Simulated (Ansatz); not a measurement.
C₂H₈BFSi, SMILES `BC[SiH2]CF`. Total charge 0; spin multiplicity 1.

```xyz
13

B    -1.5714   -1.1768   -1.2099
C    -0.4757   -1.0453   -0.1471
Si    0.0417    0.7708   -0.0958
C     1.4542    0.9662    1.1537
F     2.5125    0.1268    0.8188
H    -1.2865   -1.3367   -2.3625
H    -2.7264   -1.0513   -0.9167
H     0.4600   -1.5632   -0.3833
H    -0.7938   -1.2734    0.8749
H     0.5048    1.2296   -1.4306
H    -1.0720    1.6466    0.3603
H     1.1255    0.7108    2.1670
H     1.8271    1.9959    1.1713
```

**Question.** List the harmonic frequencies (cm⁻¹, unscaled) at PBE0-D4/def2-TZVP in Ansatz. (Estimate.)

**Answer.** Computed: 46, 80, 150, 190, 222, 295, 514, 611, 631, 681, 693, 791, 879, 927, 939, 950, 1044, 1058, 1067, 1106, 1244, 1258, 1312, 1427, 1461, 2218, 2233, 2571, 2647, 3041, 3052, 3095, 3120.

**Question.** Is this a minimum?

**Answer.** Yes, all 33 modes are real.

**Question.** Give the ideal-gas thermochemistry at 298.15 K and 1 bar (rigid rotor, harmonic oscillator; point group C1, symmetry number 1).

**Answer.** Zero-point energy 248.6 kJ/mol; H(298) − E = 271.5 kJ/mol; entropy 362.4 J/(mol·K), of which translation 165.0, rotation 112.2, vibration 85.2; G(298) − E = 163.5 kJ/mol. Modes under 100 cm⁻¹ are hindered rotations or soft bends, so the harmonic entropy is rough.
